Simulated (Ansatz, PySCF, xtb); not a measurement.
Pair of molecules: PH3 (SMILES P) (first 4 atoms) with AsH3 (SMILES [AsH3]); geometry from B3LYP-D3(BJ)/def2-TZVP, rigid monomers moved along the line of their centres of mass till P1···As5 is 5.10 Å.
(charge 0, multiplicity 1):
```json
[
 {"atom": "P", "x (Å)": "-0.0237", "y (Å)": "0.1221", "z (Å)": "-0.4746"},
 {"atom": "H", "x (Å)": "1.3881", "y (Å)": "-0.0020", "z (Å)": "-0.4601"},
 {"atom": "H", "x (Å)": "-0.2378", "y (Å)": "-1.2642", "z (Å)": "-0.2726"},
 {"atom": "H", "x (Å)": "-0.1115", "y (Å)": "0.0255", "z (Å)": "-1.8883"},
 {"atom": "As", "x (Å)": "0.2907", "y (Å)": "0.5151", "z (Å)": "4.5976"},
 {"atom": "H", "x (Å)": "0.3895", "y (Å)": "0.6414", "z (Å)": "6.1162"},
 {"atom": "H", "x (Å)": "-1.2190", "y (Å)": "0.7154", "z (Å)": "4.6139"},
 {"atom": "H", "x (Å)": "0.5484", "y (Å)": "2.0022", "z (Å)": "4.3922"}
]
```

Interaction energies are E(AB) − E(A) − E(B) at the monomers' geometry in the complex; basis-set methods are counterpoise corrected. Rows marked so take none.

Frozen-core correlation. Filled d and f shells under p-block atoms count as core. Rows in 6-31G* carry no dispersion term and start afresh at each structure (6-31G* with six Cartesian d functions); the Pople sets are all-electron and without relativity.

Codes used: Ansatz (a first-principles code) with Gaussian orbitals; PySCF for 6-31G* rows, the dispersion terms; xtb for the GFN methods. Values without a source in brackets are computed.

| level | interaction energy (meV) |
|---|---|
| GFN1-xTB | -16.8 |
| HF/def2-SVPD | -5.6 |
| HF/def2-TZVPPD | -5.3 |
| BP86/6-31G* (no counterpoise) | -1.2 |
| PBE0-D3(BJ)/def2-TZVPPD | -21.8 |
| wB97X-V/def2-TZVPPD | -16.7 |
| SCS-MP2/def2-SVPD | -14.4 |
| CCSD/def2-SVPD | -14.2 |
| CCSD(T)/def2-TZVPPD | (withheld) |

Question: Complete the blanks.

Answer: 
- CCSD(T)/def2-TZVPPD, interaction energy (meV): -15.9
